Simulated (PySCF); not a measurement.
An unknown is described by computed data only.

Elements present: C, H, N and O. Monoisotopic mass: 110.0480 u.

- 13C NMR: chemical shifts (computed TMS as zero) by class: 165.3 (1 C), 136.3 (1 C), 135.4 (1 C), 116.9 (1 C), 23.8 (1 C) ppm [GIAO PBE/pcSseg-1]
- Rotational structure: rotational constants A, B, C: 4.997, 1.691, 1.273 GHz [PBE0-D3(BJ)/def2-SVP]
- Valence photoelectron: vertical ionisation energy: 9.28 eV [ΔSCF wB97X-D/def2-SVPD]
- Dipole: 4.15 D [wB97X-D/def2-SVPD]
- 1H NMR: chemical shifts (computed TMS as zero) by class: 8.06 (1 H), 7.02 (1 H), 6.86 (1 H), 2.39 (3 H) ppm [GIAO PBE/pcSseg-1]
- Triplet: lowest triplet excitation (Tamm–Dancoff): 3.81 eV [TDA wB97X-D/def2-SVPD]
- NMR, other nuclei: isotropic shieldings of nuclei other than C and H, by class: -44 (1 N), 16 (1 N), -179 (1 O) ppm [GIAO PBE/pcSseg-1]
- UV, first state: lowest singlet excitation: 5.01 eV (248 nm, f = 0.001) [TDDFT wB97X-D/def2-SVPD]

Electronic properties: PySCF, gas phase, density fitting. Levels stand in brackets. Geometry: PBE0-D3(BJ)/def2-SVP, one conformer, isolated molecule. Each NMR value is the plain mean over a class of atoms that symmetry, rotation or inversion makes alike.

Problem. Which formula fits the mass and the elements?

Solution. C5H6N2O (calculated 110.0480). No other formula that holds each of these elements comes within 0.0003 u with a fitting electron parity and a possible valence count.

Problem. Propose a structure and show how it fits.

Solution. Numbering: `[CH3:1][C:2](=[O:3])[n:4]1[cH:5][cH:6][n:7][cH:8]1`. Its formula, C5H6N2O, gives 4 degrees of unsaturation: 1 ring and 3 π bonds in the structure found (Kekulé form). 5 carbons fall into 5 classes; from least to most shielded: amide carbonyl carbon [C2] (165.3 ppm), aromatic CH next to a ring nitrogen [C6] (136.3 ppm), aromatic CH next to a ring nitrogen [C8] (135.4 ppm), aromatic CH next to a ring nitrogen [C5] (116.9 ppm), methyl carbon next to a carbonyl [C1] (23.8 ppm). Hydrogen classes from least to most shielded: 1 H on an aromatic CH next to a ring nitrogen, C8 (8.06 ppm), 1 H on an aromatic CH next to a ring nitrogen, C6 (7.02 ppm), 1 H on an aromatic CH next to a ring nitrogen, C5 (6.86 ppm), 3 H on a methyl carbon next to a carbonyl, C1 (2.39 ppm). The other shieldings belong to: -44 ppm, pyridine-type nitrogen [N7]; 16 ppm, pyrrole-type nitrogen [N4]; -179 ppm, amide oxygen [O3]. The first electron is taken from the HOMO, whose largest Löwdin shares are 0.30 on an aromatic CH next to a ring nitrogen, 0.25 on an aromatic CH next to a ring nitrogen, 0.19 on an aromatic CH next to a ring nitrogen and 0.10 on the pyrrole-type nitrogen. The optimised geometry has point group Cs and is an asymmetric top. Structure: `CC(=O)n1ccnc1` (1-acetylimidazole). The assignments are read from this structure; whether some other isomer fits the data as well wasn't checked.

The values belong to the conformer `[CH3:1][C:2](=[O:3])[n:4]1[cH:5][cH:6][n:7][cH:8]1`: C1–C2–N4–C5 0°.
